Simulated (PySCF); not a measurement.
PySCF 2.14 output of an unrestricted B2PLYP calculation on a single atom or ion in aug-cc-pVTZ-PP with one added diffuse shell each of s, d, f type with ECP10MDF (7s5p5d3f, 68 functions), with a scalar-relativistic core potential:

```
SCF conv_tol = 1e-09
number electrons alpha = 11  beta = 10
    A. D. Becke.,  Phys. Rev. A 38, 3098 (1988)
    C. Lee, W. Yang, and R. G. Parr.,  Phys. Rev. B 37, 785 (1988)
    B. Miehlich, A. Savin, H. Stoll, and H. Preuss.,  Chem. Phys. Lett. 157, 200 (1989)
cycle= 1 E= -258.910934248373  delta_E= -0.00264  |g|= 0.0435  |ddm|= 0.277
cycle= 2 E= -258.911268449062  delta_E= -0.000334  |g|= 0.0294  |ddm|= 0.129
cycle= 3 E= -258.911510728101  delta_E= -0.000242  |g|= 0.000793  |ddm|= 0.0379
cycle= 4 E= -258.911519906924  delta_E= -9.18e-06  |g|= 0.000306  |ddm|= 0.0158
cycle= 5 E= -258.911521949784  delta_E= -2.04e-06  |g|= 2.07e-05  |ddm|= 0.0113
cycle= 6 E= -258.911521952766  delta_E= -2.98e-09  |g|= 1.78e-06  |ddm|= 0.000433
cycle= 7 E= -258.911521952771  delta_E= -5.68e-12  |g|= 1.03e-07  |ddm|= 1.63e-05
converged SCF energy = -258.911521952771  <S^2> = 0.75000601  2S+1 = 2.000006
```

The run itself started from symmetry-adapted Hartree-Fock orbitals and held the occupation by maximum overlap, on a logarithmic radial grid, so the iterations belong to that start.

Which element, charge and spin multiplicity is this?

Ga (gallium, neutral), multiplicity 2; the state was [Ar] 3d10 4s2 4d1, 2D determinant (an excited configuration). The SCF energy lacks the PT2 part of the double hybrid.

Energies and moments cover only the electrons outside the core potential. The outer electron is Rydberg-like, and this basis confines it to a smaller radius and binds it less than a complete one would.
